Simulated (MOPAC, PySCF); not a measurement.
CHNS, SMILES `C(#N)S`, neutral singlet in the gas phase. 

Cartesian coordinates (Å):
SMILES: N#CS
```xyz
4

N      1.7645    -0.2636    -0.0092
C      0.6637     0.0841    -0.0006
S     -0.9144     0.6954     0.0135
H     -1.5098    -0.5122    -0.0042
```
Charge 0, spin multiplicity 1.

All levels are single points at this geometry (B3LYP-D3(BJ)/def2-TZVP); Pople sets use spherical d functions. Orbital energies aren't observables, and empty levels follow the basis.

B3LYP-D3(BJ)/def2-TZVP in PySCF gives dipole (D) = 3.56.

Problem. Estimate the dipole (D) from each of these levels: B3LYP/6-31G* in PySCF; B3LYP/LANL2DZ in PySCF; SVWN5/6-31G* in PySCF; HF/3-21G in PySCF; PM7 in MOPAC.

Solution. 
| level | dipole (D) |
|---|---|
| B3LYP/6-31G* in PySCF | 3.32 |
| B3LYP/LANL2DZ in PySCF | 3.39 |
| SVWN5/6-31G* in PySCF | 3.35 |
| HF/3-21G in PySCF | 3.14 |
| PM7 in MOPAC | 3.19 |
